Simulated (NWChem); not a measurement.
**Correlation energy of Te**

SMILES: [Te]
```xyz
1

Te     0.0000     0.0000     0.0000
```
Charge 0, spin multiplicity 3.

Everything below was run with NWChem.

Basis set: def2-TZVP. Each correlation energy counts from its own Hartree-Fock reference.

```tsv
method	correlation energy (mHa)
SCS-UMP2	-359.2
CCSD on ROHF	-398.8
CCSD[T] on UHF	-400.8
CCSD(T) on UHF	-400.6
UMP2	-410.2
CCSD on UHF	-394.1
CCSD[T] on ROHF	-405.8
CCSD(T) on ROHF	-405.7
```

The values span 50.9 mHa, from UMP2 (lowest) to SCS-UMP2 (highest). 

Effective core potentials replace the inner electrons of Te; spin-orbit coupling is left out. The correlated methods keep 4 core orbitals frozen. The stability of the SCF solutions was not checked. Open-shell Hartree-Fock references start from PBE0 orbitals. No row is a measurement; the coupled-cluster row has its own basis-set and correlation limits.
